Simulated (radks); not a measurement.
Task: All-electron atom: W in [Xe] 4f14 5d4 6s2. Calculated with a radial shooting solver on a logarithmic mesh with Libxc functionals: Dirac Kohn-Sham, PBEsol, spin-unpolarised, spherical densities, finite nucleus; open shells are shared between the two j in proportion to 2j + 1; Fermi nuclear charge, rms radius 5.3658 fm. Some entries of the table are withheld. Estimate them.

| orbital | occ. | eigenvalue (hartree) | <r^2> (bohr^2) |
|---|---|---|---|
| 1s1/2 | 2 | -2548.427 | 0.0004634 |
| 2s1/2 | 2 | -439.5910 | 0.007067 |
| 2p1/2 | 2 | -420.5057 | 0.005044 |
| 2p3/2 | 4 | -370.8243 | 0.006244 |
| 3s1/2 | 2 | -101.2261 | 0.04617 |
| 3p1/2 | 2 | -92.69865 | 0.04235 |
| 3p3/2 | 4 | -81.95730 | 0.04894 |
| 3d3/2 | 4 | -67.54853 | 0.03793 |
| 3d5/2 | 6 | -65.21165 | 0.03974 |
| 4s1/2 | 2 | -20.86848 | (1) |
| 4p1/2 | 2 | (2) | 0.2356 |
| 4p3/2 | 4 | (3) | 0.2711 |
| 4d3/2 | 4 | (4) | 0.2957 |
| 4d5/2 | 6 | (5) | 0.3091 |
| 5s1/2 | 2 | -2.89908 | 1.282 |
| 5p1/2 | 2 | -1.84946 | 1.572 |
| 5p3/2 | 4 | -1.48726 | 1.868 |
| 4f5/2 | 6 | -1.26413 | 0.4568 |
| 4f7/2 | 8 | -1.18186 | 0.4725 |
| 6s1/2 | 2 | -0.21123 | 11.43 |
| 5d3/2 | 1.6 | (6) | 4.964 |
| 5d5/2 | 2.4 | (7) | 5.491 |

Result: 
(1) 4s1/2 <r^2> (bohr^2): 0.2285
(2) 4p1/2 eigenvalue (hartree): -17.32893
(3) 4p3/2 eigenvalue (hartree): -14.83638
(4) 4d3/2 eigenvalue (hartree): -9.01177
(5) 4d5/2 eigenvalue (hartree): -8.55246
(6) 5d3/2 eigenvalue (hartree): -0.18247
(7) 5d5/2 eigenvalue (hartree): -0.15561
